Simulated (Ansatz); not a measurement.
Coupled-cluster diagnostics for [AlF6]3- (AlF₆³⁻), Ansatz.

Geometry of the singlet (r2SCAN-D4/def2-SVPD):

Cartesian coordinates in Å:
```
Al 0.000 0.000 0.000
F 0.402 1.409 -1.205
F -0.402 -1.409 1.205
F -0.352 -1.153 -1.465
F 0.352 1.152 1.465
F -1.820 0.534 0.018
F 1.820 -0.534 -0.017
```

Correlated methods freeze 11 core orbitals. A multiply charged anion in the gas phase is held together partly by the finite basis. Removing one electron lowers the energy by 3.73 eV at PBE0-D4/def2-TZVPD, so it isn't bound.

Problem. Estimate the CCSD(T) correlation energy, the shares of MP2 and (T), T1 and the reference's ⟨S²⟩ for: charge -3, singlet, own geometry in def2-SVPD; and the rough time on 4 threads of Intel Xeon on a shared host.

Solution. 
```tsv
state	basis	correlation (eV)	MP2 share (%)	(T) share (%)	T1	⟨S²⟩ (pure)	wall time	remarks
charge -3, singlet, own geometry	def2-SVPD	-37.137	97.7	2.2	0.019	0.00 (0.00)	78 s	HOMO above zero
```
Customary marks for T1 are 0.02 (closed shells), 0.045 (open shells) and about 0.05 (3d metals). T1 stays under 0.02 throughout.
